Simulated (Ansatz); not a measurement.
Be₂Te₂⁺. Total charge 1; doublet. Geometry relaxed at r2SCAN-D4/def2-TZVP.

```xyz
4

Be   -0.468   -0.968    0.094
Be    0.468    0.968   -0.094
Te    1.720   -0.762    0.715
Te   -1.720    0.762   -0.715
```

In the def2 sets Te takes a core potential; there is no spin–orbit coupling. The structure comes from a short search, and lower isomers may exist.

(1) Estimate the harmonic wavenumbers at UKS r2SCAN-D4/def2-TZVP (Ansatz, unscaled). Is this a minimum?

Answers

(1) 127, 171, 361, 586, 592, 599 cm⁻¹. Yes, no mode is imaginary beyond noise. Zero-point energy 14.6 kJ/mol. It took 26 s on 4 threads of Arm Neoverse V1 on a shared host.
